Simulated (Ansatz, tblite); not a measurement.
Cost and result up the ladder for `c1ccc2c(c1)oc1c3ccccc3oc21` (24 atoms). Total charge 0; singlet. Geometry: PBE0-D4/def2-SVP.

Ansatz on 4 threads of Arm Neoverse V1 on a shared host; xTB runs through tblite on one thread. Times are rough, summed over both states, and most runs start from the orbitals of an earlier one. PBE0-D4/def2-SVP serves as the yardstick here, not as an exact answer. The other state is a doublet.

The xTB rows come from tblite.

Raw xTB energies of ions are shifted by several eV.

```csv
level,functions,wall time
GFN2-xTB,72,0.033 s
GFN1-xTB,80,0.038 s
PBE-D4/def2-SVP,264,17 s
PBE0-D4/def2-SVP,264,32 s
```

Task: Estimate what each level gives for the vertical IE (eV).

Result: 
```csv
level,vertical IE (eV),difference from PBE0-D4/def2-SVP (eV)
GFN2-xTB,12.57,5.04
GFN1-xTB,13.35,5.83
PBE-D4/def2-SVP,7.36,-0.17
PBE0-D4/def2-SVP,7.53,0.00
```
